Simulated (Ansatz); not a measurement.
Consider the redistribution: `Cl[SiH2]I` + `[F][Sn]([F])([Cl])[Br]` → `F[SiH](Cl)I` + `[F][SnH]([Cl])[Br]`.

Calculated with Ansatz (gas phase, PBE0-D4/def2-TZVP geometries, no zero-point term in ΔE). CCSD(T)/CBS adds triple-zeta CCSD(T) − MP2 to the extrapolated MP2 energy (def2 sets, frozen cores). DFT in def2-TZVPP. HSE06 is defined as in plane-wave codes. Elements past krypton have def2 core potentials. For Br, I, Sn outer-core shells are correlated without core-valence functions, which leaves a few kJ/mol of doubt a bond. Scalar relativity is left out up to krypton.

```tsv
level	ΔE (kJ/mol)
BLYP-D4	-93.2
PBE0-D4	-99.5
HSE06-D4	-99.3
PBE	-92.6
r2SCAN	-99.4
MP2/def2-SVP	-85.2
MP2/def2-QZVPP	-100.7
HF/CBS(def2)	-101.8
```

Q: What does CCSD(T)/CBS give? (An estimate is asked.)

A: Ansatz gave: -97.9 kJ/mol. The listed levels differ from it by 4.7, -1.6, -1.4, 5.3, -1.5, 12.7, -2.8, -3.9 kJ/mol.

Q: What do rigid-rotor, harmonic-oscillator terms from PBE0-D4/def2-TZVP frequencies (298.15 K, 1 bar) make of the CCSD(T)/CBS value? (Best estimate.)

A: The calculation gave: ΔZPE = -0.7 kJ/mol, ΔH = -99.2 kJ/mol, ΔS = -4 J/(mol·K), ΔG = -98.0 kJ/mol.

Largest T1 diagnostic among the species: 0.012.

Leaving LDA and LC-ωPBE aside and taking each functional with its dispersion term where it has one, the values, not all of them listed here, spread over 15.2 kJ/mol, from BHLYP-D4 to revPBE-D4. LDA lies −16.3 kJ/mol from PBE without D4. From BLYP to BHLYP (50 % exact exchange), in def2-TZVPP and without D4, ΔE moves by −12.8 kJ/mol. At CCSD(T), def2-SVP lies +11.9 kJ/mol from the extrapolated value and def2-TZVPP −3.6 kJ/mol.
